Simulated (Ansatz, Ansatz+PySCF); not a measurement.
```xyz
3

O     0.8372    0.0000    0.0000
O    -0.4186    0.7250    0.0000
O    -0.4186   -0.7250    0.0000
```

Basis set: STO-3G (spherical functions). Frozen core: 3 orbitals. Charge 0, multiplicity 1.

Computed with Ansatz (development build ahead of 0.2.0); each method stands on the lowest determinant of its kind that the runs found. Restricted open shells among the atoms or ions are ROHF, correlated in semicanonical orbitals with singles.

(1) Give the atomization energy at this shape (free ground-state atoms in the same class of orbitals less the molecule, no zero-point energy) of singlet O3 by UHF-CCSD(T), RHF-MP2, UHF-MP2, UHF, RHF.

Answers

(1)

```csv
method,atomization energy
UHF-CCSD(T),424.7 kJ/mol
RHF-MP2,322.4 kJ/mol
UHF-MP2,252.1 kJ/mol
UHF,-128.8 kJ/mol
RHF,-134.3 kJ/mol
```

Caution for UHF-CCSD(T), UHF-MP2, UHF: the determinant breaks the point group; the unrestricted determinant is spin contaminated. Caution for UHF-MP2: another reference gives a lower total. Caution for UHF, RHF: the molecule lies well above its atoms at this level.

This basis has no polarisation functions and is too small for such energies, which can lie far from measured ones in either direction.
